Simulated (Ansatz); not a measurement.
Geometry optimisation, Ansatz, RHF/def2-SVP.

Input file:

```yaml
crystal:
  periodic: [false, false, false]
  atoms:
    - { symbol: F, position_ang: [-1.3679, -1.8846, 0.1551] }
    - { symbol: C, position_ang: [-0.127, -1.9552, -0.3308] }
    - { symbol: Sn, position_ang: [1.0172, -0.3144, 0.3898] }
    - { symbol: "N", position_ang: [0.3082, 1.4655, -0.2663] }
    - { symbol: C, position_ang: [-1.1054, 1.7911, 0.0591] }
    - { symbol: S, position_ang: [-1.7637, 3.2128, -0.4568] }
    - { symbol: H, position_ang: [-0.1054, -1.9294, -1.435] }
    - { symbol: H, position_ang: [0.3554, -2.8916, 0.013] }
    - { symbol: H, position_ang: [1.0484, -0.3191, 2.196] }
    - { symbol: H, position_ang: [1.30584, 1.3881, 0.0171] }
    - { symbol: H, position_ang: [0.8051, 2.0901, -0.8329] }
    - { symbol: H, position_ang: [-1.6815, 1.14, 0.7057] }
basis:
  gaussian: { orbitals: def2-SVP }
hamiltonian:
  xc: hf
relax:
  f_tol: 0.02
  max_steps: 50
output:
  orbitals: {}
```

Run as:

```bash
$ ansatz run input.yaml --threads 2 --pin off --max-ram 3072MiB --backend cpu --events-out ev --progress --plain --runs-dir out
```

Task: Where does it end, and by what steps?

Result: The run converged. The force dipped under the threshold on the way, but the program's further checks kept it going. After 38 steps the energy has fallen by 5.485 eV; H10 moved furthest, 1.83 Å. Parted: Sn3–N4 (2.03 → 2.64 Å), Sn3–H10 (1.77 → 2.84 Å).

```tsv
step	energy less start (eV)	largest force component (eV/Å)	accepted
0	0.0000	6.098	yes
2	-3.4202	3.644	yes
4	-4.6573	2.789	yes
6	-4.9654	1.594	yes
8	-5.1781	0.396	yes
10	-5.2660	0.388	yes
12	-5.3165	0.238	yes
14	-5.3347	0.102	yes
16	-5.3512	0.314	yes
18	-5.3703	0.333	yes
20	-5.3826	0.152	yes
22	-5.3949	0.506	yes
24	-5.4156	0.257	yes
26	-5.4445	0.271	yes
28	-5.4649	0.300	yes
30	-5.4631	0.358	no
32	-5.4822	0.067	yes
34	-5.4833	0.128	yes
36	-5.4842	0.072	no
38	-5.4851	0.015	yes
```

```xyz
12
Properties=species:S:1:pos:R:3
F -0.885 -1.057 1.110
C -0.243 -1.752 0.087
Sn 1.548 -0.616 -0.696
N 0.110 1.409 0.203
C -0.961 1.767 -0.577
S -1.032 3.047 -1.552
H -0.991 -1.937 -0.686
H 0.060 -2.720 0.492
H 2.225 -0.441 0.933
H -0.132 0.887 1.031
H 0.772 2.149 0.363
H -1.783 1.059 -0.496
```

The run took 2.7 min on 2 threads of Arm Neoverse V1, with other jobs on the host, peak memory 0.38 GiB.
